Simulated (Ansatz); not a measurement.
Stepwise reaction of `[NH2][Hf]([NH2])([OH])[F]` with hydrogen chloride, as a gas-phase model of exchange steps in deposition or etching. ΔE in kJ/mol; ΔG adds harmonic PBE0-D4 terms to CCSD(T)/CBS, at 1 bar.

Computed with Ansatz on PBE0-D4/def2-TZVP structures; ΔE is electronic, products minus reactants. CCSD(T)/CBS is the MP2 limit (def2-TZVPP, def2-QZVPP) plus CCSD(T) − MP2 in def2-TZVPP, frozen cores. This one scheme is used for every species. Functionals use def2-TZVPP. B3LYP here is the variant with VWN-RPA as its local correlation; programs differ in this. def2 core potentials past Kr. For Hf outer-core shells are correlated without core-valence functions, which leaves a few kJ/mol of doubt a bond. One conformer a species, not always the lowest.

| step | reaction | PBE-D4 | B3LYP-D4 | ωB97M-V | CCSD(T)/CBS | ΔG(400 K) |
| --- | --- | --- | --- | --- | --- | --- |
| 2 | `[NH2][Hf]([OH])([F])[Cl]` + HCl → `[OH][Hf]([F])([Cl])[Cl]` + NH₃ | -94.0 | -94.6 | -95.6 | -95.1 | -84.7 |

Problem. Give the row of step 1, `[NH2][Hf]([NH2])([OH])[F]` + HCl → `[NH2][Hf]([OH])([F])[Cl]` + NH₃. (An estimate is asked.)

Solution. Computed: 
| step | reaction | PBE-D4 | B3LYP-D4 | ωB97M-V | CCSD(T)/CBS | ΔG(400 K) |
| --- | --- | --- | --- | --- | --- | --- |
| 1 | `[NH2][Hf]([NH2])([OH])[F]` + HCl → `[NH2][Hf]([OH])([F])[Cl]` + NH₃ | -108.0 | -109.4 | -110.6 | -108.9 | -99.0 |

Problem. By hand: ΔE of the 2 steps together at CCSD(T)/CBS.

Solution. (-108.9) + (-95.1) = -204.0 kJ/mol, or -102.0 kJ/mol a step.

In ΔE each step is higher than the one before. All are downhill at CCSD(T)/CBS. ΔG lies between -99.0 and -84.7 kJ/mol a step. PBE-D4 differs from CCSD(T)/CBS by 0.9 to 1.1 kJ/mol a step. Only this route is followed, and other bonds may react first. Isolated molecules leave out the surface, adducts and barriers. Largest T1 diagnostic: 0.015.
